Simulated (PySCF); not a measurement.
**NiBr at UHF-MP2**

Computed with UHF-MP2; PySCF, no relativity, basis sets Ni def2-TZVPP, Br def2-TZVPP.

```
state                          : ²Δ (doublet), unpaired electrons δ ↑
bond length                    : 2.178 Å
harmonic wavenumber            : 335 cm⁻¹
force constant                 : 2.21 mdyn/Å
rotational constant Be         : 0.1064 cm⁻¹
anharmonicity ωexe             : 1.08 cm⁻¹
vibration–rotation constant αe : 0.000483 cm⁻¹
```

Correlated steps freeze 14 core orbitals. Spin–orbit coupling is left out. The state is the lowest single determinant that the PBE0 search found; with open d or f shells the true ground state can be another one.
